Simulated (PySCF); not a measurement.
A side-by-side comparison of computed properties.

First species: C₉H₇FOSi.
Geometry (GFN2-xTB, Å), atoms numbered from 1 in this order:
```xyz
19
C9H7FOSi angstrom
C      3.1267    1.5898   -0.5867
C      2.1517    0.9015   -0.4557
C      1.0837   -0.0245   -0.3558
C      1.3396   -1.3318   -0.7800
C      0.3572   -2.3033   -0.7178
C     -0.8926   -1.9774   -0.2302
C     -1.1464   -0.6699    0.1924
C     -2.4488   -0.2988    0.7075
O     -2.8068    0.7677    1.1007
F     -3.3462   -1.3248    0.7280
C     -0.1727    0.3378    0.1426
Si    -0.5877    2.0978    0.7354
H      3.9489    2.2348   -0.6804
H      2.3224   -1.5735   -1.1593
H      0.5676   -3.3092   -1.0484
H     -1.6717   -2.7224   -0.1735
H      0.6471    2.8672    0.5396
H     -1.6097    2.6733   -0.1310
H     -0.8722    2.0750    2.1654
```

Second species: C3H9ClO2Si2.
SMILES: `C=CO[Si@@](O)([SiH3])CCl`

Levels: PBE0/pcSseg-1 for dipole moment, HOMO energy, LUMO energy and HOMO–LUMO gap; GFN2-xTB for rotational constant A and rotational constant C. Geometries: GFN2-xTB. Each structure is a single optimised conformer of the isolated species, non-relativistic unless stated; the electronic structure was computed with PySCF and density fitting.

The conformers computed, where there is a choice (atom-mapped SMILES and torsion angles):
- `[CH:1]#[C:2][c:3]1[cH:4][cH:5][cH:6][c:7]([C:8](=[O:9])[F:10])[c:11]1[SiH3:12]`: C6–C7–C8–O9 180°
- `[CH2:1]=[CH:2][O:3][Si@@:4]([OH:5])([SiH3:6])[CH2:7][Cl:8]`: C1–C2–O3–Si4 5°, C2–O3–Si4–O5 -67°, O3–Si4–C7–Cl8 174°, H–O5–Si4–O3 -63°

Question: Which has the higher HOMO energy?

Answer: The second: -7.23 eV against -7.45 eV, a difference of 0.22 eV.

Question: Which of the two has the higher LUMO energy, and by how much?

Answer: The second: -0.09 eV against -2.34 eV, a difference of 2.25 eV.

Question: Which of the two has the higher HOMO–LUMO gap, and by how much?

Answer: The second: 7.14 eV against 5.11 eV, a difference of 2.03 eV.

Question: Which has the higher dipole moment?

Answer: The first: 3.68 D against 2.25 D, a difference of 1.43 D.

Question: Which of the two has the higher rotational constant A, and by how much?

Answer: The second: 1.773 GHz against 1.283 GHz, a difference of 0.490 GHz.

Question: Which of the two has the higher rotational constant C, and by how much?

Answer: The second: 0.622 GHz against 0.454 GHz, a difference of 0.168 GHz.

On the first: The dipole equals about 12.3 × 10⁻³⁰ C·m (1 D = 3.33564 × 10⁻³⁰ C·m). A dipole of 3.68 D is allowed in Cs, and pure rotational transitions are dipole-allowed.

On the second: In atomic units the dipole is 0.89 e·bohr (1 au = 2.5417 D).
